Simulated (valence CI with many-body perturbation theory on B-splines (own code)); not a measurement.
## E1 transitions of Er¹⁹⁺

Method: relativistic CI+MBPT: three valence electrons over a frozen Dirac-Fock core [Kr] 4d10, radial functions for each j: 8 s, 8 p, 9 d, 9 f, 6 g, 3 h, 2 i, with the one-electron correlation potential Σ1 (screened to all orders), the two-electron term Σ2, the three-electron term Σ3, Breit, model QED; selected single and double excitations, second order for the rest, scaled by the run's own slope (own B-spline code, finite nucleus).

No measured levels were compared; by estimate terms of the open shell hold to a few per cent of their energy, and close levels can change places. Core correlation moves these levels by up to 42000 cm⁻¹, and in measured spectra 5 to 20 % of such shifts remained as error; rates that hang on mixing are uncertain with them.

Lines 151 to 200 of 211 in falling wavelength, among levels below 52.747 eV, chosen from the strongest by gf and those to the six lowest levels. Wavelengths and rates use the calculated energies, so an error of 2000 cm⁻¹ moves a line at 28.94 nm by 0.58 % and its rate by three times that or more. Electric multipoles are in the length gauge, E1 and E2 with the static RPA response of the core. Weak lines are less certain than strong ones. Lines between different terms over intervals too small for the method are left out, as are lines whose strength nearly cancels. Where a level lies close to another of its J and parity, the split of strength between their lines is uncertain. The highest levels of a list are the least certain.

Names give the largest LS component (configuration and term), which can be under half, so a name can repeat, a term be missing and a line seem to break the LS rules; names also repeat where a configuration has a term twice. Letters in brackets count levels of one name in rising energy.

| λ vac (nm) | Upper | Lower | A (s⁻¹) | S (a.u.) |
| --- | --- | --- | --- | --- |
| 28.94 | 4f²5s ²G_7/2 | 4f³ ²H°_9/2 [a] | 1.17e+05 | 1.12e-05 |
| 28.90 | 4f²5s ⁴P_5/2 | 4f³ ⁴D°_3/2 | 5.63e+04 | 4.02e-06 |
| 28.89 | 4f²5s ⁴H_7/2 | 4f³ ⁴I°_9/2 | 3.31e+04 | 3.16e-06 |
| 28.85 | 4f²5s ²P_1/2 | 4f³ ⁴D°_3/2 | 5.66e+05 | 1.34e-05 |
| 28.76 | 4f²5s ²I_13/2 | 4f³ ⁴G°_11/2 | 1.58e+04 | 2.59e-06 |
| 28.74 | 4f²5s ²I_11/2 | 4f³ ⁴G°_11/2 | 8.71e+03 | 1.22e-06 |
| 28.69 | 4f²5s ²F_7/2 | 4f³ ⁴F°_9/2 | 4.31e+04 | 4.02e-06 |
| 28.63 | 4f²5s ²F_5/2 | 4f³ ⁴F°_3/2 | 9.99e+03 | 6.94e-07 |
| 28.61 | 4f²5s ²G_9/2 | 4f³ ⁴F°_7/2 | 1.47e+04 | 1.70e-06 |
| 28.59 | 4f²5s ²H_11/2 | 4f³ ²H°_9/2 [a] | 3.81e+03 | 5.27e-07 |
| 28.59 | 4f²5s ²P_3/2 | 4f³ ²D°_3/2 [b] | 4.38e+05 | 2.02e-05 |
| 28.55 | 4f²5s ⁴H_9/2 | 4f³ ⁴I°_9/2 | 1.01e+04 | 1.16e-06 |
| 28.52 | 4f²5s ⁴H_11/2 | 4f³ ⁴I°_11/2 | 8.13e+03 | 1.12e-06 |
| 28.44 | 4f²5s ⁴H_13/2 | 4f³ ⁴I°_13/2 | 4.06e+03 | 6.46e-07 |
| 28.39 | 4f²5s ⁴P_5/2 | 4f³ ²D°_5/2 [a] | 2.16e+05 | 1.47e-05 |
| 28.35 | 4f²5s ²I_13/2 | 4f³ ²K°_15/2 | 8.24e+04 | 1.30e-05 |
| 28.17 | 4f²5s ²P_3/2 | 4f³ ⁴D°_5/2 | 2.45e+04 | 1.08e-06 |
| 28.16 | 4f²5s ²F_7/2 | 4f³ ⁴F°_7/2 | 1.20e+04 | 1.06e-06 |
| 28.12 | 4f²5s ²H_9/2 | 4f³ ⁴I°_11/2 | 1.59e+04 | 1.74e-06 |
| 28.09 | 4f²5s ²G_9/2 | 4f³ ²H°_9/2 [a] | 2.80e+03 | 3.06e-07 |
| 28.01 | 4f²5s ²P_1/2 | 4f³ ²P°_1/2 | 3.25e+05 | 7.05e-06 |
| 27.78 | 4f²5s ⁴H_11/2 | 4f³ ⁴I°_9/2 | 3.39e+01 | 4.30e-09 |
| 27.74 | 4f²5s ²D_5/2 | 4f³ ⁴S°_3/2 | 3.32e+05 | 2.10e-05 |
| 27.74 | 4f²5s ⁴H_13/2 | 4f³ ⁴I°_11/2 | 1.87e-01 | 2.75e-11 |
| 27.74 | 4f²5s ²I_13/2 | 4f³ ²K°_13/2 | 6.73e+04 | 9.92e-06 |
| 27.73 | 4f²5s ²P_3/2 | 4f³ ²D°_5/2 [a] | 8.99e+05 | 3.78e-05 |
| 27.72 | 4f²5s ²I_11/2 | 4f³ ²K°_13/2 | 2.43e+05 | 3.06e-05 |
| 27.69 | 4f²5s ⁴P_5/2 | 4f³ ²D°_3/2 [a] | 1.71e+05 | 1.08e-05 |
| 27.67 | 4f²5s ²F_7/2 | 4f³ ²H°_9/2 [a] | 4.11e+04 | 3.44e-06 |
| 27.66 | 4f²5s ⁴F_9/2 | 4f³ ⁴I°_11/2 | 4.80e+02 | 5.01e-08 |
| 27.65 | 4f²5s ²H_11/2 | 4f³ ⁴I°_13/2 | 1.32e+03 | 1.66e-07 |
| 27.64 | 4f²5s ²P_1/2 | 4f³ ²D°_3/2 [a] | 5.19e+05 | 1.08e-05 |
| 27.41 | 4f²5s ²P_3/2 | 4f³ ²P°_1/2 | 2.09e+04 | 8.49e-07 |
| 27.40 | 4f²5s ⁴P_1/2 | 4f³ ⁴S°_3/2 | 3.34e+05 | 6.78e-06 |
| 27.39 | 4f²5s ²H_9/2 | 4f³ ⁴I°_9/2 | 4.59e+03 | 4.66e-07 |
| 27.11 | 4f²5s ⁴F_7/2 | 4f³ ⁴I°_9/2 | 3.93e+03 | 3.09e-07 |
| 27.06 | 4f²5s ²P_3/2 | 4f³ ²D°_3/2 [a] | 4.02e+04 | 1.57e-06 |
| 27.05 | 4f²5s ²D_5/2 | 4f³ ⁴F°_3/2 | 2.04e+04 | 1.20e-06 |
| 27.03 | 4f²5s ⁴P_3/2 | 4f³ ⁴S°_3/2 | 5.27e+05 | 2.06e-05 |
| 26.99 | 4f²5s ²H_11/2 | 4f³ ⁴I°_11/2 | 3.49e+03 | 4.07e-07 |
| 26.96 | 4f²5s ²D_3/2 | 4f³ ⁴F°_3/2 | 5.62e+03 | 2.17e-07 |
| 26.96 | 4f²5s ⁴F_9/2 | 4f³ ⁴I°_9/2 | 8.53e+03 | 8.25e-07 |
| 26.72 | 4f²5s ⁴P_1/2 | 4f³ ⁴F°_3/2 | 2.85e+04 | 5.37e-07 |
| 26.61 | 4f²5s ²G_7/2 | 4f³ ⁴I°_9/2 | 3.47e+04 | 2.58e-06 |
| 26.54 | 4f²5s ²G_9/2 | 4f³ ⁴I°_11/2 | 3.30e+03 | 3.05e-07 |
| 26.44 | 4f²5s ⁴P_5/2 | 4f³ ⁴S°_3/2 | 2.86e+05 | 1.57e-05 |
| 26.40 | 4f²5s ²P_1/2 | 4f³ ⁴S°_3/2 | 9.59e+04 | 1.74e-06 |
| 26.38 | 4f²5s ⁴P_3/2 | 4f³ ⁴F°_3/2 | 2.78e+04 | 1.01e-06 |
| 26.32 | 4f²5s ²H_11/2 | 4f³ ⁴I°_9/2 | 7.20e+00 | 7.78e-10 |
| 26.16 | 4f²5s ²I_13/2 | 4f³ ⁴I°_15/2 | 6.56e+03 | 8.12e-07 |
